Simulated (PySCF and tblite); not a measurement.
Results of a calculation; reference values are marked as such.
C8H13F, numbered as in [F:1][C@H:2]1[CH2:3][C@H:4]2[CH2:5][CH2:6][CH2:7][C@H:8]2[CH2:9]1. Conformers came from 90 starts (ETKDG and KDG, MMFF94s, GFN2-xTB); geometries are GFN2-xTB. Free energies are PBE0-D3(BJ)/pcSseg-1 single points with GFN2-xTB rigid-rotor and vibrational terms (modes under about 100 cm⁻¹ blended into free rotors). Symmetry numbers and mirror images are counted. Conformers within 1.5 kcal/mol (GFN2-xTB free energy) were kept, 6 at most. GIAO shieldings: PBE0/pcSseg-1. Shifts are against TMS (¹H), TMS (¹³C), CFCl3 (¹⁹F) at the same level. Run with PySCF (density fitting) and tblite.

The 5-ring runs over atoms 2–3–4–8–9. The 5-ring runs over atoms 4–5–6–7–8. Of a mirror pair one member is shown.

```
conformer                                                                                                                          shape  point group  mirror pair  ΔE(DFT)  Δ(G−E) at 500 K  δ C6 (ppm)
        1                     5-ring envelope (ring torsions 21, 0, -21, 34, -34°); 5-ring envelope (ring torsions -41, 41, -25, 0, 25°)           Cs           no     0.00             0.00        32.1
        2  5-ring envelope (ring torsions 3, 17, -30, 32, -22°); 5-ring between envelope and twist (ring torsions 41, -31, 10, 16, -35°)           C1          yes     0.84             0.06        26.8
        3                     5-ring envelope (ring torsions -24, 0, 24, -39, 39°); 5-ring envelope (ring torsions 40, -40, 25, 0, -25°)           Cs           no     0.96            -0.18        25.4
        4                     5-ring envelope (ring torsions -24, 0, 24, -38, 38°); 5-ring envelope (ring torsions -40, 40, -25, 0, 25°)           Cs           no     2.19            -0.48        34.4
```

Energies in kcal/mol; the thermal term leaves out symmetry numbers and mirror images.

Problem. Work out the weights at 500 K and the ¹³C shift of C6 under fast exchange.

Solution. RT = 0.994 kcal/mol. Each conformer gets RT ln(σ/g), with σ the rotational symmetry number and g = 2 for a mirror pair: 1: σ = 1, g = 1, G = 0.00 + 0.00 + 0.00 = 0.00, 0.00 above the lowest, exp(−ΔG/RT) = 1.000; 2: σ = 1, g = 2, G = 0.84 + 0.06 − 0.69 = 0.21, 0.21 above the lowest, exp(−ΔG/RT) = 0.808; 3: σ = 1, g = 1, G = 0.96 − 0.18 + 0.00 = 0.78, 0.78 above the lowest, exp(−ΔG/RT) = 0.456; 4: σ = 1, g = 1, G = 2.19 − 0.48 + 0.00 = 1.72, 1.72 above the lowest, exp(−ΔG/RT) = 0.178. The sum is 2.442, so the weights are 41.0, 33.1, 18.7, 7.3 %. The averaged shift is 29.2 ppm. At 298.15 K it is 29.9 ppm. At 298.15 K the leading conformer alone gives 32.1 ppm and bare DFT energies give 30.3 ppm.
